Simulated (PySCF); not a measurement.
Species: C4H14Si4.
SMILES: `CC#C[SiH2][Si@@H](C)[SiH2][SiH3]`

The calculation used PySCF 2.14.0, density-fitted response routines, TDDFT wB97X-D/def2-SVPD, vertical, gas phase, core orbitals frozen in the response. Geometry: PBE0-D3(BJ)/def2-SVP, one conformer, isolated molecule. Torsions of this conformer, `[CH3:1][C:2]#[C:3][SiH2:4][Si@@H:5]([CH3:6])[SiH2:7][SiH3:8]`: C3–Si4–Si5–C6 0°, Si4–Si5–Si7–Si8 178°.

What does the calculation give for the low-lying excited states?

```
state  E (eV)  λ (nm)       f  |μ| (D)   main configurations (H = HOMO, L = LUMO)
   S1    5.71   217.2   0.023     1.04                     H→L+1 (35%), H→L (10%)
   S2    5.89   210.6   0.159     2.67      H→L (50%), H→L+1 (13%), H-1→L+1 (11%)
   S3    6.05   205.0  0.0066     0.53                 H-1→L (38%), H-1→L+8 (12%)
   S4    6.24   198.7   0.014     0.78    H→L+2 (28%), H-1→L+1 (12%), H→L+1 (11%)
   S5    6.54   189.7   0.539     4.66        H→L (18%), H-2→L (15%), H→L+1 (13%)
   S6    6.80   182.4  0.0072     0.53                 H→L+5 (51%), H-2→L+5 (13%)
   S7    6.86   180.7  0.0099     0.62    H→L+2 (24%), H-2→L+1 (17%), H-2→L (10%)
   S8    7.04   176.2   0.043     1.26                                H→L+3 (49%)
   S9    7.08   175.1   0.032     1.09    H-3→L (14%), H-1→L+2 (12%), H→L+3 (11%)
  S10    7.18   172.7  0.0029     0.33  H-1→L+2 (23%), H-1→L+1 (17%), H-2→L (10%)
```

Triplets (Tamm–Dancoff): T1 4.88 eV, H→L (21%), H-1→L+1 (10%); T2 5.26 eV, H→L (31%), H→L+1 (19%); T3 5.31 eV, H→L+1 (19%), H-1→L+1 (16%), H-1→L (8%); T4 5.62 eV, H→L (20%), H-1→L (15%), H-2→L (12%).

The lowest singlet lies at 5.71 eV (217 nm, ultraviolet) and is weak; its leading configuration is HOMO→LUMO+1 (35%). The most intense listed level is S5 at 6.54 eV (190 nm, f = 0.539), 0.83 eV above S1. Löwdin shares by element: HOMO silicon 47% or more, carbon 14% or more (atoms not listed hold the other 39%); LUMO silicon 59% (atoms not listed hold the other 41%). Weighted by f, the mean energy of these states is 6.44 eV. Orbital energies (eV): HOMO-3 -10.23, HOMO-2 -9.78, HOMO-1 -9.54, HOMO -8.84, LUMO 1.15, LUMO+1 1.45, LUMO+2 1.72. The listed states span 1.47 eV, and the widest gap between neighbours is 0.30 eV (S4 to S5). All these states lie below the vertical ionisation energy of 8.80 eV (ΔSCF). Only the lowest 10 singlets were computed, as vertical energies without vibronic structure.
